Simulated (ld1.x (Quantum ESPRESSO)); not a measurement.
# Configuration tests for holmium (Ho) (TM semilocal)

ld1.x (Quantum ESPRESSO) 7.5 input, shortened:

```
&input
   title='Ho', zed=67., rel=0, dft='PZ', iswitch=3,
   config='[Xe] 4f11 5d0 6s0 6p0'
 /
 &inputp
   pseudotype=1, tm=.true., lloc=0,
   nlcc=.true.
 /
4
5P  2  1   6.00   0.00  2.60  2.60  0.0
5D  3  2   0.00   0.00  2.65  2.65  0.0
4F  4  3  11.00   0.00  1.05  1.05  0.0
5S  1  0   2.00   0.00  1.45  1.45  0.0
 &test
   configts(1)='4f11 5s2 5p6 5d0 6s0 6p0'
 /
```

Energies are relative to the spin-unpolarised reference configuration 4f11 5s2 5p6 5d0 6s0 6p0; without spin polarisation the order of configurations can differ from experiment. Spin-polarised rows fill each open shell by Hund’s rule, majority spin first. Not all tests gave a result: 1 of 9 tests not solved or not reliable. Left out of the table: 4f11 5s2 5p6 5d0 6s0 6p2 (solver errors, printed error -10.6 eV).

Task: Give the all-electron excitation energy and the error of the potential for: 4f11 5s2 5p6 5d0 6s2 6p0; 4f11 5s2 5p6 5d0 6s1 6p0; 4f10 5s2 5p6 5d0 6s0 6p0; 4f11 5s2 5p6 5d1 6s1 6p0; 4f11 5s1 5p6 5d0 6s2 6p0; 4f10 5s2 5p6 5d1 6s2 6p0; 4f11 5s2 5p6 5d0 6s0 6p0 (spin-polarised); 4f11 5s2 5p6 5d0 6s2 6p0 (spin-polarised).

Result:

| valence configuration | charge | ΔE all-electron (eV) | error AE − PS (meV) |
| --- | --- | --- | --- |
| 4f11 5s2 5p6 5d0 6s2 6p0 | 0 | -17.200 | +73 |
| 4f11 5s2 5p6 5d0 6s1 6p0 | +1 | -11.144 | +53 |
| 4f10 5s2 5p6 5d0 6s0 6p0 | +3 | 30.338 | +52 |
| 4f11 5s2 5p6 5d1 6s1 6p0 | 0 | -15.303 | +28 |
| 4f11 5s1 5p6 5d0 6s2 6p0 | +1 | 31.720 | +179 |
| 4f10 5s2 5p6 5d1 6s2 6p0 | 0 | -8.888 | +15 |
| 4f11 5s2 5p6 5d0 6s0 6p0 (spin-polarised) | +2 | -1.643 | +313 |
| 4f11 5s2 5p6 5d0 6s2 6p0 (spin-polarised) | 0 | -18.839 | +388 |

Levels in the configuration 4f11 5s2 5p6 5d0 6s2 6p0:

| level | all-electron (eV) | pseudo (eV) |
| --- | --- | --- |
| 4f | -7.410 | -7.356 |
| 5s | -43.036 | -42.966 |
| 5p | -25.008 | -24.944 |
| 6s | -3.648 | -3.658 |

These tests converged, but a pseudo level misses the all-electron one widely, so the file describes the atom poorly there or has found another state: 4f11 5s2 5p6 5d0 6s1 6p0: empty 6p by 3.9 eV.
